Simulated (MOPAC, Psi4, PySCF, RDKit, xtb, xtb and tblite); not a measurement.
Two geometries of C₇H₈O, SMILES COc1ccccc1, relaxed at GFN2-xTB with one dihedral held; other torsions can differ between them too.

Structure A

```
16

C     -2.6766    -0.2519    -0.1329
O     -1.6129    -0.5954     0.7198
C     -0.3463    -0.2433     0.3574
C     -0.0108     0.4396    -0.8058
C      1.3158     0.7433    -1.0670
C      2.3137     0.3759    -0.1847
C      1.9793    -0.3054     0.9759
C      0.6632    -0.6136     1.2473
H     -2.7598     0.8330    -0.2568
H     -2.5734    -0.7230    -1.1161
H     -3.5764    -0.6275     0.3520
H     -0.7678     0.7396    -1.5136
H      1.5645     1.2745    -1.9743
H      3.3441     0.6172    -0.3971
H      2.7506    -0.5978     1.6731
H      0.3842    -1.1429     2.1448
```

Structure B

```
16

C      2.6681    -0.2564    -0.1400
O      1.6104    -0.5969     0.7235
C      0.3474    -0.2083     0.3819
C     -0.0500     0.1402    -0.9040
C     -1.3708     0.4792    -1.1482
C     -2.3051     0.4627    -0.1298
C     -1.9127     0.0995     1.1493
C     -0.5996    -0.2355     1.4060
H      2.6454     0.8060    -0.4015
H      2.6517    -0.8556    -1.0570
H      3.5825    -0.4756     0.4095
H      0.6593     0.1570    -1.7170
H     -1.6675     0.7525    -2.1504
H     -3.3323     0.7272    -0.3298
H     -2.6353     0.0791     1.9517
H     -0.2773    -0.5243     2.3941
```

Q: Which is lower in energy at the level B3LYP-D3(BJ)/def2-SVP // GFN2-xTB (Psi4 1.11), and by how much?

A: A is lower, by 2.29 kJ/mol (dihedral C1–O2–C3–C4: 0° in A, 20° in B).

E(B) − E(A) in kJ/mol at the other levels, on the same two geometries: GFN2-xTB (xtb and tblite) 2.21; MMFF94 // GFN2-xTB (RDKit) 1.08; B3LYP/def2-SVP // GFN2-xTB (Psi4) 2.27; PBE/def2-SVP // GFN2-xTB (Psi4) 2.59; PBE-D3(BJ)/def2-SVP // GFN2-xTB (Psi4) 2.60; UFF // GFN2-xTB (RDKit) 2.09; AM1, restricted, heats of formation // GFN2-xTB (MOPAC) 0.78; PM6, restricted, heats of formation // GFN2-xTB (MOPAC) 1.35; GFN1-xTB // GFN2-xTB (xtb) 1.52; restricted B3LYP/6-31G*, spherical d, density fitting // GFN2-xTB (PySCF) 2.10; restricted BP86/6-31G*, spherical d, density fitting // GFN2-xTB (PySCF) 2.36; restricted Hartree-Fock/STO-3G // GFN2-xTB (PySCF) 1.39; restricted M06-2X/6-31G*, spherical d, density fitting // GFN2-xTB (PySCF) 2.19.
